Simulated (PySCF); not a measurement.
C4H10Cd, charge +1, doublet, geometry from GFN2-xTB (such geometries of metal compounds can be far from the true shape) (a state made from the parent by changing its charge; the spin is typed, not shown lowest) (core potentials on Cd); DF-PBE0/def2-SV(P) (PySCF).

Here is a job for PySCF.
```python
from pyscf import gto, scf, dft

mol = gto.Mole()
mol.atom = '''
    Cd   -0.56124709   -0.26260900   -0.18282574
    C    -0.02912920   -0.97170162    1.92626067
    C     1.41263543   -0.64102404    2.15316076
    H    -0.23772438   -2.04147725    1.91678320
    H    -0.71471305   -0.41469871    2.56694675
    H     1.60585976    0.43546249    2.11353391
    H     2.07666451   -1.17670047    1.46784820
    H     1.68261307   -0.96754256    3.16451814
    C     0.20965072    1.11002834   -1.84271820
    C     1.35659137    1.88554866   -1.27466054
    H    -0.65068224    1.72654552   -2.10422473
    H     0.49469293    0.42448846   -2.64203515
    H     2.19128732    1.24176146   -0.98049018
    H     1.05421585    2.52871579   -0.44227247
    H     1.73915685    2.55156922   -2.05722865
'''
mol.basis = 'def2-sv(p)'
mol.ecp = {'Cd': 'def2-sv(p)'}
mol.charge = 1
mol.spin = 1
mol.verbose = 4
mol.build()

mf = dft.UKS(mol)
mf.xc = 'pbe0'
mf.init_guess = 'huckel'
mf = mf.density_fit(auxbasis='def2-universal-jkfit')
mf.kernel()
mf.analyze()
```

Question: Predict the main parts of the log of this PySCF run.

Answer: 
```
PySCF version 2.14.0

[INPUT] verbose = 4
[INPUT] num. atoms = 15
[INPUT] num. electrons = 53
[INPUT] charge = 1
[INPUT] spin (= nelec alpha-beta = 2S) = 1
[INPUT] symmetry False subgroup None
[INPUT] Mole.unit = angstrom
[INPUT] Symbol           X                Y                Z      unit          X                Y                Z       unit  Magmom
[...]
nuclear repulsion = 237.888755364281
number of shells = 54
number of NR pGTOs = 186
number of NR cGTOs = 100
basis = def2-sv(p)
ecp = {'Cd': 'def2-sv(p)'}

******** <class 'pyscf.df.df_jk.DFUKS'> ********
method = DFUKS
initial guess = huckel
damping factor = 0
level_shift factor = 0
DIIS = <class 'pyscf.scf.diis.CDIIS'>
diis_start_cycle = 1
diis_space = 8
diis_damp = 0
SCF conv_tol = 1e-09
SCF conv_tol_grad = None
SCF max_cycles = 50
direct_scf = False
number electrons alpha = 27  beta = 26
XC library pyscf.dft.libxc version 7.1.2
    S. Lehtola, C. Steigemann, M. J. T. Oliveira, and M. A. L. Marques,  SoftwareX 7, 1–5 (2018)
XC functionals = pbe0
    C. Adamo and V. Barone,  J. Chem. Phys. 110, 6158 (1999)
    M. Ernzerhof and G. E. Scuseria,  J. Chem. Phys. 110, 5029 (1999)
radial grids:
    Treutler-Ahlrichs [JCP 102, 346 (1995); DOI:10.1063/1.469408] (M4) radial grids

becke partition: Becke, JCP 88, 2547 (1988); DOI:10.1063/1.454033
pruning grids: <function nwchem_prune>
grids dens level: 3
symmetrized grids: False
atomic radii adjust function: <function treutler_atomic_radii_adjust>
small_rho_cutoff = 0
Set gradient conv threshold to 3.16228e-05
Initial guess from on-the-fly Huckel, doi:10.1021/acs.jctc.8b01089.
Spherically averaged atomic HF for {'Cd', 'C', 'H'}

******** <class 'pyscf.scf.atom_hf.AtomSphAverageRHF'> ********
method = AtomSphAverageRHF
initial guess = minao
damping factor = 0
level_shift factor = 0
DIIS = <class 'pyscf.scf.diis.CDIIS'>
diis_start_cycle = 1
diis_space = 8
diis_damp = 0
SCF conv_tol = 1e-09
SCF conv_tol_grad = None
SCF max_cycles = 50
direct_scf = True
direct_scf_tol = 1e-13
atom = Cd
Set gradient conv threshold to 3.16228e-05
Initial guess from minao.
init E= -152.216010506294
cycle= 1 E= -166.485395830394  delta_E= -14.3  |g|=    0  |ddm|= 2.86
cycle= 2 E= -166.762839319314  delta_E= -0.277  |g|=    0  |ddm|= 2.97
cycle= 3 E= -166.845770497073  delta_E= -0.0829  |g|=    0  |ddm|= 0.618
cycle= 4 E= -166.846535333774  delta_E= -0.000765  |g|=    0  |ddm|= 0.18
cycle= 5 E= -166.84660859575  delta_E= -7.33e-05  |g|=    0  |ddm|= 0.0696
[...]
converged SCF energy = -325.508143150358  <S^2> = 0.78677017  2S+1 = 2.0364382
Total Energy =                        -325.508143150358478
[...]
spin_pop of  1 C 3dz^2     0.00027
spin_pop of  1 C 3dxz      0.00022
spin_pop of  1 C 3dx2-y2   -0.00002
spin_pop of  2 C 1s       -0.00000
spin_pop of  2 C 2s       -0.00344
spin_pop of  2 C 3s        0.00009
spin_pop of  2 C 2px      -0.00841
spin_pop of  2 C 2py      -0.00137
spin_pop of  2 C 2pz       0.00631
spin_pop of  2 C 3px       0.00013
spin_pop of  2 C 3py       0.00011
spin_pop of  2 C 3pz       0.00029
spin_pop of  2 C 3dxy      0.00001
spin_pop of  2 C 3dyz      0.00001
spin_pop of  2 C 3dz^2     0.00009
spin_pop of  2 C 3dxz      0.00014
spin_pop of  2 C 3dx2-y2    0.00000
spin_pop of  3 H 1s       -0.00645
spin_pop of  3 H 2s        0.00106
spin_pop of  4 H 1s       -0.00719
spin_pop of  4 H 2s        0.00090
spin_pop of  5 H 1s        0.00588
spin_pop of  5 H 2s        0.00005
spin_pop of  6 H 1s        0.00563
spin_pop of  6 H 2s        0.00005
spin_pop of  7 H 1s        0.04314
spin_pop of  7 H 2s        0.00034
spin_pop of  8 C 1s       -0.00000
spin_pop of  8 C 2s        0.03524
spin_pop of  8 C 3s        0.00449
spin_pop of  8 C 2px       0.05215
spin_pop of  8 C 2py       0.16225
spin_pop of  8 C 2pz       0.26109
spin_pop of  8 C 3px       0.00276
spin_pop of  8 C 3py       0.00484
spin_pop of  8 C 3pz       0.00273
spin_pop of  8 C 3dxy      0.00006
spin_pop of  8 C 3dyz      0.00017
spin_pop of  8 C 3dz^2    -0.00003
spin_pop of  8 C 3dxz      0.00020
spin_pop of  8 C 3dx2-y2    0.00008
spin_pop of  9 C 1s       -0.00000
spin_pop of  9 C 2s       -0.00346
spin_pop of  9 C 3s        0.00011
spin_pop of  9 C 2px      -0.00495
spin_pop of  9 C 2py       0.00061
spin_pop of  9 C 2pz       0.00061
spin_pop of  9 C 3px       0.00011
spin_pop of  9 C 3py       0.00014
spin_pop of  9 C 3pz       0.00028
spin_pop of  9 C 3dxy      0.00009
spin_pop of  9 C 3dyz      0.00010
spin_pop of  9 C 3dz^2    -0.00001
spin_pop of  9 C 3dxz      0.00009
spin_pop of  9 C 3dx2-y2    0.00000
spin_pop of  10 H 1s       -0.00661
spin_pop of  10 H 2s        0.00092
spin_pop of  11 H 1s       -0.00701
spin_pop of  11 H 2s        0.00091
spin_pop of  12 H 1s        0.00551
spin_pop of  12 H 2s        0.00004
spin_pop of  13 H 1s        0.00561
spin_pop of  13 H 2s        0.00002
spin_pop of  14 H 1s        0.04326
spin_pop of  14 H 2s        0.00034
In total            27.00000 | 26.00000

WARN: System has nonzero charge 1; the dipole moment is origin-dependent.
Location of origin: [0. 0. 0.]

Dipole moment(X, Y, Z, Debye):  0.13677,  0.06959,  0.04684
```
